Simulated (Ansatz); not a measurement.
`F[SiH]([SiH3])S` and `F[SiH](F)S` differ in one atom or group.

Ansatz, PBE0-D4/def2-TZVP geometries, multiplicity 1. Each molecule was computed in one conformer, which needn't be the lowest.

```
                                          property  `F[SiH]([SiH3])S`
size of the dipole moment (ωB97M-V/def2-TZVPP) / D               1.37
                HOMO energy (PBE0/def2-TZVPP) / eV              -7.87
    zero-point energy (PBE0-D4/def2-TZVP) / kJ/mol              122.0
    size of the dipole moment (PBE/def2-TZVPP) / D               1.28
                LUMO energy (PBE0/def2-TZVPP) / eV              -0.45
                 LUMO energy (PBE/def2-TZVPP) / eV              -1.29
```

Problem. What does the change do to each property? (Estimate.)

Solution. Ansatz gave: 
```csv
property,`F[SiH](F)S`,shift
size of the dipole moment (ωB97M-V/def2-TZVPP) / D,0.76,-0.61
HOMO energy (PBE0/def2-TZVPP) / eV,-8.29,-0.42
zero-point energy (PBE0-D4/def2-TZVP) / kJ/mol,64.3,-57.7
size of the dipole moment (PBE/def2-TZVPP) / D,0.72,-0.56
LUMO energy (PBE0/def2-TZVPP) / eV,-0.07,0.38
LUMO energy (PBE/def2-TZVPP) / eV,-1.03,0.26
```

With PBE0 the HOMO falls by 0.42 eV and the LUMO rises by 0.38 eV, so the gap widens by about 0.80 eV. PBE moves the HOMO by -0.32 eV and ωB97M-V by -0.51 eV. The zero-point energy changes by -57.7 kJ/mol with -9 modes. Dipoles are sizes alone; their direction can turn.
